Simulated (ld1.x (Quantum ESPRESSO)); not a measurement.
## hydrogen (H): TM pseudisation with PBE, scalar-relativistic reference atom.

ld1.x (Quantum ESPRESSO) 7.5 input, shortened:

```
&input
   title='H', zed=1., rel=1, dft='PBE', iswitch=3,
   config='1s1 2p-2'
 /
 &inputp
   pseudotype=2, tm=.true., lloc=0,
   nlcc=.false.
 /
2
2P  2  1  -2.00   0.25  2.00  2.00  0.0
1S  1  0   1.00   0.00  1.94  1.94  0.0
 &test
   configts(1)='1s1'
 /
```

Poles of the logarithmic derivatives, all-electron (AE) and pseudo (PS). s: poles at 0.1 (AE) and 0.1 (PS) Ry. p: poles at 3.0 (AE) and 2.8 (PS) Ry. Test radius 2.21 bohr.

* Cutoffs needed: 12 Ry and 18 Ry (the cutoffs (Ry, on a coarse ladder) from which the occupation-weighted sum of valence levels, in a spherical-Bessel basis at the reference potential, stays within 10 and 1 mRy of its value at 400 Ry)
* Ghost test: no extra level below or beside the all-electron valence levels (p, s, d, f tested) (spherical-Bessel basis up to 400 Ry, 20 bohr box)
